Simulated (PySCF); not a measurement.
SbF4, SMILES [F][Sb+]([F])([F])[F], charge +1. The structure is a stationary point at PBE-D3(BJ)/def2-SVP. The multiplicity is an assumed one; other spin states were not compared. The isomer is the one that the SMILES or the coordinates give; other isomers of the formula were not compared. The def2 effective core potentials stand for the cores of Sb; spin–orbit coupling is left out.

Question: Give the equilibrium geometry at PBE-D3(BJ)/def2-SVP (PySCF confirms it by a frequency run) as a Z-matrix, and its point group. (Estimate from the structure and the level; the computed values follow.)

Answer: point group Td.
```
Sb
F 1 1.8843
F 1 1.8843 2 109.47
F 1 1.8843 2 109.47 3 120.00
F 1 1.8843 2 109.47 3 -120.00
```
Charge +1, spin multiplicity 1.
